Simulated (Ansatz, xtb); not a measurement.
**Two isomers of C5H6BNO**

Structure X: `Bn1cccc1C=O`, a singlet. Structure Y: `Bc1cccn1C=O`, a singlet. Both are isolated molecules in the gas phase, relaxed with PBE-D3(BJ)/def2-SVP, each in the lowest conformer that the search found.

X (Å):

```xyz
14

C     0.5509    0.9066   -0.3139
C     1.7167    0.2528   -0.6622
C     1.4516   -1.1465   -0.5505
C     0.1314   -1.3074   -0.1370
C    -0.5255   -2.5924    0.0978
B    -1.7708    0.3499    0.4135
N    -0.4383   -0.0236    0.0126
O    -1.6745   -2.7921    0.4650
H    -2.5803   -0.4992    0.6777
H    -1.9935    1.5422    0.4581
H     0.3201    1.9768   -0.2653
H     2.6575    0.7261   -0.9643
H     2.1487   -1.9701   -0.7491
H     0.1817   -3.4533   -0.1068
```

Y (Å):

```xyz
14

C     0.1840   -1.5069    1.1048
C    -0.3123   -0.8257    2.2319
C     0.4808    0.3273    2.4745
C     1.4669    0.3550    1.4942
C     2.1295   -1.0168   -0.4319
B    -0.3465   -2.7841    0.4809
N     1.2971   -0.7355    0.6731
O     3.0666   -0.3169   -0.7493
H     0.1510   -3.3032   -0.5001
H    -1.3168   -3.3019    0.9984
H    -1.1808   -1.1605    2.8123
H     0.3554    1.0652    3.2751
H     2.2862    1.0558    1.2979
H     1.8131   -1.9504   -0.9606
```

Question: Estimate which is lower in electronic energy at CCSD(T)/def2-SVP + ΔMP2/def2-TZVPP, and by roughly how much.

Answer: The CCSD(T)/def2-SVP + ΔMP2/def2-TZVPP calculation puts structure X lower, by 0.473 eV.

Level by level:

```
                             level             geometry  E(Y) − E(X) (eV)  departure from the last row (eV)  job, with rough time for the two
                          GFN2-xTB             GFN2-xTB              +0.429                            −0.044              optimisation, 0.13 s
                         HF/STO-3G             GFN2-xTB              +0.735                            +0.262              single point, 0.52 s
                r2SCAN-D4/def2-SVP             GFN2-xTB              +0.422                            −0.051               single point, 3.3 s
               PBE-D3(BJ)/def2-SVP  PBE-D3(BJ)/def2-SVP              +0.402                            −0.071                optimisation, 24 s
                       HF/def2-SVP  PBE-D3(BJ)/def2-SVP              +0.463                            −0.011           part of the CCSD(T) run
                      MP2/def2-SVP  PBE-D3(BJ)/def2-SVP              +0.488                            +0.015           part of the CCSD(T) run
                  CCSD(T)/def2-SVP  PBE-D3(BJ)/def2-SVP              +0.485                            +0.011                      single point
CCSD(T)/def2-SVP + ΔMP2/def2-TZVPP  PBE-D3(BJ)/def2-SVP              +0.473                                                  single point, 68 s
```

As drawn, Y has 1 C–B, 1 C–N in place of 1 B–N, 1 C–C.

The levels shown agree on the order. The largest departure from CCSD(T)/def2-SVP + ΔMP2/def2-TZVPP is that of HF/STO-3G, 0.262 eV. The last row adds to CCSD(T) the change of the MP2 difference between the two basis sets, here −0.011 eV.

With thermal terms from frequencies at re-optimised GFN2-xTB minima (ideal gas, soft modes damped towards free rotors, one conformer each, 298.15 K, 1 atm): the zero-point term adds −0.008 eV; ΔH is +0.466 and ΔG +0.469 eV.

The correlated steps freeze 8 core orbitals. Programs: Ansatz 0.2.0, xtb 6.7.1; the last row on 2 threads of Intel(R) Xeon(R) 6975P-C (Granite Rapids) on a shared host.
